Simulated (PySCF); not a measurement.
Structure with atom numbers: `[CH2:1]=[C:2]1[C:3](=[CH2:4])[C:5]([CH:6]=[O:7])=[C:8]1[SiH3:9]`. Hydrogens are named by the atom that carries them. Ha(C4) is cis to C2; Ha(C1) is cis to C3; Hb(C4) is trans to C2; Hb(C1) is trans to C3.

- σ from GIAO-PBE0/pcSseg-1
- structure optimised with GFN2-xTB
- program: PySCF 2.14.0 with density-fitted response routines
- rapidly exchanging positions averaged, no relativistic terms, gas phase, single conformer

Shifts are taken against calculated references (same method and geometry level): 13C (186.93 ppm) vs TMS.

**Question.** Do the 13C shifts follow the atomic charges (in e)? Tabulate both.

**Answer.** 
```csv
atoms,hybridisation,δ (ppm),σ para (ppm),Hirshfeld,IAO,Mulliken,ESP-fitted
C6,sp2,191.1,-249,+0.12,+0.23,+0.34,+0.40
C8,sp2,180.2,-245,-0.06,-0.21,-0.20,-0.13
C5,sp2,165.8,-243,-0.01,-0.05,-0.21,-0.03
C2,sp2,157.1,-230,-0.00,+0.02,-0.27,+0.17
C3,sp2,151.6,-221,-0.01,+0.01,-0.17,+0.01
C1,sp2,114.6,-184,-0.09,-0.31,+0.00,-0.51
C4,sp2,100.1,-170,-0.11,-0.34,+0.01,-0.51
```

Correlation coefficients of δ with charge over these carbons: Hirshfeld +0.79, IAO +0.77, Mulliken +0.06, ESP-fitted +0.86; with the paramagnetic shielding -0.98. With so few points these coefficients are fragile. Charge is one influence among several: hybridisation and low-lying excitations act through the paramagnetic term.

Shifts are as computed. Against solution values, carbons near 30 ppm lie about +3 ppm off and those near 130 ppm about +5 ppm. Of 1211 compounds with measured shifts, 218 miss one by over three times the rms of a fit or turn the order of signals round; such compounds aren't used in these exercises.
